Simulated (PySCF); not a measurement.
# Cu (copper, neutral) across methods

[Ar] 3d9 4s1 4p1, one real determinant (an excited configuration). All numbers are calculated (PySCF 2.14, scalar relativity through the core potential, in aug-cc-pwCVDZ-PP with ECP10MDF). The B2PLYP total includes its PT2 part (frozen core); its orbital energies are those of the SCF part.

| method | E (hartree) | mean ε 3d β (eV) | mean ε 4s α (eV) | mean ε 4p α (eV) | Σ⟨r²⟩ (bohr²) | ⟨S²⟩ |
| --- | --- | --- | --- | --- | --- | --- |
| LC-wPBE | -197.1358 | -15.795 | -11.175 | -5.627 | 39.12 | 3.751 |
| M06-L | -197.1218 | -10.639 | -7.478 | -2.600 | 39.99 | 3.751 |
| UHF | -196.09106 | -20.301 | -10.740 | -5.418 | 40.48 | 3.751 |
| PBE | -197.0993 | -10.678 | -7.552 | -2.665 | 40.53 | 3.751 |
| MN15 | -197.3747 | -15.262 | -8.748 | -3.425 | 41.71 | 3.752 |
| B2PLYP | -196.8607 | -15.894 | -9.270 | -4.005 | 40.29 | 3.751 |
| LDA | -196.7236 | -10.844 | -7.780 | -2.678 | 40.25 | 3.750 |
| PBE0 | -197.0541 | -13.241 | -8.466 | -3.412 | 40.08 | 3.751 |
| r2SCAN | -197.0105 | -10.686 | -7.854 | -2.856 | 39.34 | 3.752 |

⟨L²⟩ = 8.04 against 12 for a pure F term, so this real determinant mixes terms. Energies and moments cover only the electrons outside the core potential.
